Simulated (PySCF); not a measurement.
1,3-dithiane (C4H8S2), SMILES S1CCCSC1. Geometry optimised at PBE-D3(BJ)/def2-SVP. Other conformers were not sampled.

Computed equilibrium geometry at PBE-D3(BJ)/def2-SVP (PySCF confirms it by a frequency run) as a Z-matrix, and its point group (one conformer of several):
point group Cs.
```
C
H 1 1.1102
H 1 1.1132 2 107.40
C 1 1.5311 2 109.50 3 -117.24
H 4 1.1083 1 110.83 2 60.95
H 4 1.1131 5 107.16 1 -120.79
C 1 1.5311 2 109.50 3 117.24
H 7 1.1083 1 110.83 2 -60.95
H 7 1.1131 8 107.16 1 120.79
S 4 1.8319 5 104.67 6 -115.56
C 10 1.8253 4 97.87 5 -179.76
H 11 1.1075 10 106.76 4 179.34
H 11 1.1115 12 108.22 10 -118.01
S 11 1.8253 12 106.76 13 -118.01
```
